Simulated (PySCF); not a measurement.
Delta-SCF ions had no search for a lower state. Excitations are Tamm–Dancoff values on a coarser integration grid. The basis has no diffuse functions, so Rydberg states are missing or too high.

**CH$_{6}$OSi, SMILES `C[SiH2]O` (C–Si–O–H torsion 69°) (charge 0, multiplicity 1)**

Level of theory: PySCF with PBE0-D3(BJ)/def2-TZVP.

| Item | Value |
|---|---|
| HOMO | -8.41 eV |
| dipole moment | 0.358 e·Å |
| HOMO–LUMO gap | 8.91 eV |
| LUMO | 0.49 eV |
| S1 excitation (TDA) | 7.35 eV |
| S1 oscillator strength | 0.009 |
| brightest of the four lowest singlets (TDA) | 8.38 eV |
| T1 excitation (TDA) | 6.97 eV |
| S1–T1 gap (TDA) | 0.38 eV |
| vertical ionisation energy (Delta-SCF) | 10.65 eV |
| total energy | -406.2887 Ha |
| cost | very roughly 50 core-seconds |

```xyz
9

C      1.1509     0.0825    -0.2146
Si    -0.5682    -0.3779     0.3365
O     -1.6296     0.8826     0.2246
H      1.1703     0.3619    -1.2713
H      1.5370     0.9219     0.3682
H      1.8294    -0.7653    -0.0824
H     -0.5725    -0.7564     1.7706
H     -1.0444    -1.5321    -0.4802
H     -1.8730     1.1828    -0.6513
```
Charge 0, spin multiplicity 1.
